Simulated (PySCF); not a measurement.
# Te₂⁺: energy against distance

Set-up: Te cc-pVDZ-PP with ECP28; scalar-relativistic core potentials (PySCF 2.14). Energies in eV from Te⁺ + Te in their ground configurations at the same level. State: ²Πg (doublet), unpaired electrons π ↑.

All columns are M06.

| R (Å) | E (eV) | HOMO (eV) | LUMO (eV) | Mayer bond order | ⟨S²⟩ |
| --- | --- | --- | --- | --- | --- |
| 2.161 | -1.935 | -11.43 | -9.63 | 2.49 | 0.75 |
| 2.262 | -3.040 | -11.59 | -9.80 | 2.50 | 0.75 |
| 2.362 | -3.638 | -11.73 | -9.96 | 2.50 | 0.75 |
| 2.438 | -3.850 | -11.83 | -10.07 | 2.50 | 0.75 |
| 2.513 | -3.915 | -11.92 | -10.17 | 2.50 | 0.75 |
| 2.588 | -3.870 | -12.01 | -10.26 | 2.50 | 0.75 |
| 2.689 | -3.691 | -12.11 | -10.37 | 2.51 | 0.75 |
| 2.815 | -3.343 | -12.21 | -10.49 | 2.51 | 0.75 |
| 2.965 | -2.836 | -12.27 | -10.61 | 2.51 | 0.75 |
| 3.166 | -2.121 | -12.01 | -10.72 | 2.51 | 0.75 |

Spin–orbit coupling is left out, which matters for elements this heavy, above all for dissociation energies. The state was picked by a PBE0 search and need not be the measured ground state.
